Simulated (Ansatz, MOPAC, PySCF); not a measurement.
Species: C2H5GeO2, charge 0, multiplicity 2. SMILES: [CH2]C(=O)[O][GeH3]
Structure (B3LYP-D3(BJ)/def2-TZVP (Ansatz, an electronic-structure program) minimum search):
```xyz
10

C      2.7823     0.1980     0.1695
C      1.3899    -0.1282     0.3639
O      0.9870    -0.8858     1.2359
O      0.5588     0.4746    -0.5008
Ge    -1.2212     0.0695    -0.2668
H      3.5109    -0.2493     0.8277
H      3.0892     0.8728    -0.6150
H     -1.8426     0.9081    -1.3904
H     -1.4206    -1.4316    -0.4868
H     -1.6592     0.5449     1.1203
```
Charge 0, spin multiplicity 2.

Unscaled harmonic wavenumbers (cm⁻¹) in rising order, each level at the stationary point that it reaches from this structure (no distance between atoms moves by over 0.3 Å); the order of modes can differ between levels, and a negative number is imaginary. B3LYP-D3(BJ)/def2-TZVP (PySCF, at the structure above): 114, 142, 178, 298, 344, 548, 595, 611, 647, 744, 782, 837, 864, 876, 977, 1017, 1302, 1459, 1642, 2168, 2179, 2186, 3171, 3290.

PM7 (MOPAC): 42, 80, 109, 124, 308, 480, 533, 535, 584, 647, 740, 766, 768, 880, 978, 1111, 1348, 1434, 1796, 1992, 2003, 2240, 2723, 2766. Zero-point energy 35.7 against 38.6 kcal/mol; where all levels lie over 400 cm⁻¹, the wavenumbers are on average 0.944 times those of B3LYP-D3(BJ)/def2-TZVP.

HF/3-21G (Ansatz): 119, 127, 175, 364, 461, 618, 650, 673, 720, 786, 821, 949, 956, 969, 1069, 1122, 1294, 1543, 1604, 2176, 2182, 2207, 3357, 3478. Zero-point energy 40.6 against 38.6 kcal/mol; where all levels lie over 400 cm⁻¹, the wavenumbers are on average 1.065 times those of B3LYP-D3(BJ)/def2-TZVP.

HF/6-31G* with LANL2DZ past Ar (Ansatz): 122, 154, 189, 343, 361, 594, 606, 665, 678, 805, 816, 944, 961, 971, 1068, 1104, 1441, 1590, 1880, 2243, 2250, 2259, 3361, 3482. Zero-point energy 41.3 against 38.6 kcal/mol; where all levels lie over 400 cm⁻¹, the wavenumbers are on average 1.076 times those of B3LYP-D3(BJ)/def2-TZVP.
